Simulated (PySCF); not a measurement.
## Distorted geometries of [Bi(OCH3)]2+

[Bi(OCH3)]2+ (singlet). PySCF 2.14.0, RKS r2SCAN, Bi def2-SVP with ECP60, O def2-SVP, C def2-SVP, H def2-SVP; non-relativistic Hamiltonian with scalar-relativistic core potentials where named; density fitting; no spin-orbit coupling. Relaxed geometry:

```xyz
6

Bi    0.0000    0.0000   -0.3528
O     0.0000    0.0000    1.5925
C     0.0000    0.0000    3.0229
H    -1.0548    0.0000    3.3574
H     0.5275   -0.9135    3.3574
H     0.5275    0.9135    3.3573
```

**Question.** Order these distorted geometries by energy above the relaxed one, lowest first.
A.
```xyz
6

Bi   -0.0603   -0.0506   -0.1789
O     0.0018    0.0387    1.4770
C    -0.0402    0.1846    3.0209
H    -0.9875   -0.0584    3.3057
H     0.4920   -1.0424    3.2925
H     0.5943    0.9283    3.4175
```
B.
```xyz
6

Bi   -0.1259    0.1020   -0.3526
O     0.1240    0.0198    1.6178
C    -0.0856   -0.1714    2.8566
H    -1.2385    0.0194    3.4013
H     0.5934   -0.8150    3.5317
H     0.7327    0.8453    3.2799
```
C.
```xyz
6

Bi    0.0242   -0.0347   -0.3032
O    -0.0850    0.0458    1.5399
C     0.0115   -0.0160    2.9758
H    -1.0168    0.0600    3.2813
H     0.5923   -0.9204    3.3489
H     0.4739    0.8654    3.4919
```

**Answer.** C (0.41 eV), B (1.87 eV), A (3.32 eV).

**Question.** Which forces (eV/Å) act in the one that lies 1.87 eV up?

**Answer.** 
```
Bi   0.09  0.07 -0.55
O   -0.29 -0.85 -3.69
C   -0.14  3.52  7.55
H    3.02 -0.60 -1.88
H   -0.59 -0.36 -1.31
H   -2.09 -1.78 -0.12
```
Forces carry noise of the integration grid, about 0.01 to 0.03 eV/Å.

No frequency check is given that shows the relaxed geometry to be a minimum.
